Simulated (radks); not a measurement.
Removal energies from the ytterbium ion Yb5+, [Xe] 4f(5/2: 6, 7/2: 5), by Delta-SCF beside the eigenvalue of the level emptied. Method: Dirac Kohn-Sham, BLYP, spin-unpolarised, spherical densities, finite nucleus; Fermi nuclear charge, rms radius of each element as measured or else 0.836 A^(1/3) + 0.57 fm; computed with a radial shooting solver on a logarithmic mesh with Libxc functionals. Sub-shells are occupied by j as written (lower j first in brackets).

removed from	final configuration	Delta-SCF (eV)	-eigenvalue (eV)
4f7/2	[Xe] 4f(5/2: 6, 7/2: 4)	92.032	79.495
4f5/2	[Xe] 4f(5/2: 5, 7/2: 5)	93.673	81.052
5p3/2	[Kr] 4d10 4f(5/2: 6, 7/2: 5) 5s2 5p(1/2: 2, 3/2: 3)	96.989	88.812
5p1/2	[Kr] 4d10 4f(5/2: 6, 7/2: 5) 5s2 5p(1/2: 1, 3/2: 4)	105.33	96.738
